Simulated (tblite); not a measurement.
C7H14NOP.
Cartesian coordinates in Å at the GFN2-xTB level; atoms count from 1:
```xyz
24
C7H14NOP angstrom
C      2.448   -1.612    2.017
C      1.875   -1.083    0.708
C      0.891    0.055    0.958
P      0.247    0.807   -0.615
C     -0.761    2.163    0.212
O      0.091    3.115    0.798
C     -1.149   -0.393   -0.946
C     -1.923   -0.018   -2.215
C     -2.930   -1.009   -2.496
N     -3.720   -1.812   -2.691
H      1.652   -1.978    2.661
H      3.141   -2.430    1.830
H      2.980   -0.824    2.545
H      1.374   -1.897    0.178
H      2.687   -0.726    0.070
H      0.051   -0.290    1.570
H      1.393    0.864    1.498
H     -1.364    1.749    1.027
H     -1.433    2.633   -0.521
H      0.620    3.529    0.106
H     -0.703   -1.382   -1.078
H     -1.825   -0.435   -0.086
H     -2.414    0.952   -2.098
H     -1.241    0.042   -3.069
```

All values are computed: GFN2-xTB (tblite) harmonic vibrations without scaling, gas phase. The method is semi-empirical: single wavenumbers can be off by several per cent or more. One conformer, not necessarily the lowest.

Harmonic wavenumbers (cm⁻¹): 41.0, 49.5, 54.2, 67.1, 75.2, 122.7, 139.4, 176.8, 205.7, 231.0, 260.8, 290.0, 339.9, 359.9, 383.9, 385.8, 509.9, 674.0, 721.1, 745.0, 756.6, 770.3, 840.6, 859.6, 922.7, 949.5, 981.0, 1023.4, 1057.2, 1064.2, 1083.0, 1086.7, 1111.2, 1117.6, 1194.1, 1216.0, 1224.5, 1228.8, 1256.7, 1269.8, 1294.6, 1312.5, 1340.1, 1416.6, 1425.1, 1432.2, 1441.5, 1443.0, 1493.7, 1502.3, 1504.4, 2412.2, 2853.0, 2918.9, 2929.3, 2935.4, 2946.6, 2951.8, 2959.7, 2963.4, 2967.3, 2978.7, 3030.4, 3035.2, 3040.0, 3534.6.

A = 1259, B = 575.1, C = 420.7 MHz; mass 159.081 u (most abundant isotopes); point group C1, symmetry number 1.

Problem. What is the zero-point energy?

Solution. Half the sum of the wavenumbers: 43454 cm⁻¹ = 519.83 kJ/mol.

Problem. Give the ideal-gas entropy at 350 K and 1 bar in the rigid-rotor, harmonic-oscillator model (classical rotation).

Solution. Translation 175.41, rotation 133.11, vibration 222.66: S = 531.2 J/(mol K).

Problem. And Cp and H(350 K) − H(0)?

Solution. Cp = 229.42 J/(mol K), of which vibrations give 196.16 (their classical limit is 66 R = 548.8); H(350 K) − H(0) = 49.33 kJ/mol without the zero-point energy, 37.69 from vibrations.

Problem. How do the functions run with temperature in this model?

Solution. 
| T (K) | S (J/(mol K)) | Cp (J/(mol K)) | H − H(0) (kJ/mol) | G − H(0) (kJ/mol) | ln q(vib) |
| --- | --- | --- | --- | --- | --- |
| 50 | 272.6 | 75.2 | 2.60 | -11.03 | 1.22 |
| 100 | 335.3 | 108.1 | 7.22 | -26.31 | 3.55 |
| 298.15 | 496.5 | 203.4 | 38.10 | -109.93 | 11.88 |
| 373.15 | 546.2 | 240.8 | 54.77 | -149.05 | 14.68 |
| 500 | 624.8 | 297.2 | 89.01 | -223.40 | 19.20 |
| 750 | 761.8 | 378.0 | 174.14 | -397.19 | 27.54 |
| 1000 | 878.4 | 432.0 | 275.82 | -602.59 | 35.17 |

q(vib) and H(0) count from the zero-point level.

Problem. Which modes carry the vibrational entropy at 350 K?

Solution. 41.0 cm⁻¹: 23.13; 49.5 cm⁻¹: 21.57; 54.2 cm⁻¹: 20.82; 67.1 cm⁻¹: 19.05; 75.2 cm⁻¹: 18.11; 122.7 cm⁻¹: 14.09 J/(mol K); the other 60 give 105.89 together.

Problem. Blend soft modes into free rotors: weight 1/[1 + (100 cm⁻¹/ν̃)⁴] for the oscillator and the rest for a rotor with moment μB/(μ + B), μ = h/(8π²ν), B = 10⁻⁴⁴ kg m². What vibrational entropy results?

Solution. 196.76 J/(mol K) in place of 222.66, which changes −T·S at 350 K by +9.06 kJ/mol.

Problem. What must be added to the electronic energy to get the Gibbs energy at 350 K and 1 bar?

Solution. ZPE + [H(350 K) − H(0)] − T·S = 519.83 + 49.33 − 185.91 = 383.25 kJ/mol.

Hindered rotation and anharmonicity are outside this model. Other conformers, if any are populated, would add a mixing term that is left out. The structure is chiral; the term R ln 2 for an equal mix with its mirror image is left out.

Time: 2.1 s. Hardware: Arm Neoverse N1, one thread, shared host with 64 logical CPUs at a one-minute load of 58. This covers the Hessian and the dipole derivatives.
